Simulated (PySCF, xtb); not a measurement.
B2O3, SMILES O=BOB=O.

GFN2-xTB run with xtb at its own geometry gives an orbital gap of 7.96 eV and a dipole moment of 0.00 D.

Coordinates come from a PBE0-D3(BJ)/def2-SVP optimisation. The values are those of a single conformer.

**Question.** What does PBE/def2-TZVPD run with PySCF give? (Estimate from the structure and the level; the computed values follow.)

**Answer.** gap 6.50 eV (levels -8.61 and -2.10 eV), dipole 0.00 D.
